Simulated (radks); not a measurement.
Initial-state core-level shifts of neutral arsenic when its valence configuration changes from [Ar] 3d10 4s2 4p3. Method: Dirac Kohn-Sham, PBEsol, spin-unpolarised, spherical densities, finite nucleus; open shells fill j = l - 1/2 first; Fermi nuclear charge, rms radius 4.0968 fm; computed with a radial shooting solver on a logarithmic mesh with Libxc functionals. Shifts are changes of the shell-averaged eigenvalues in eV (positive: less bound); the change of the density at the nucleus, which sets a Mossbauer isomer shift, is in e/bohr^3, on a base of 3.549e+04.

| valence | 1s | 2s | 2p | 3p | density at nucleus |
|---|---|---|---|---|---|
| 3d9 4s2 4p4 | -12.800 | -14.192 | -14.075 | -11.165 | +13.887 |
| 3d10 4s1 4p4 | -1.778 | -1.712 | -1.709 | -1.741 | -21.849 |
| 3d9 4s1 4p5 | -14.441 | -15.785 | -15.661 | -12.766 | -11.500 |
| 3d8 4s1 4p6 | -28.015 | -30.949 | -30.700 | -24.184 | +0.039 |
| 3d10 4s1.5 4p3.5 | -0.903 | -0.870 | -0.868 | -0.884 | -10.731 |
| 3d8 4s2 4p5 | -26.490 | -29.459 | -29.218 | -22.699 | +28.971 |
| 3d10 4p5 | -3.456 | -3.328 | -3.321 | -3.388 | -45.172 |
| 3d9.5 4s1 4p4.5 | -7.993 | -8.608 | -8.546 | -7.200 | -16.828 |
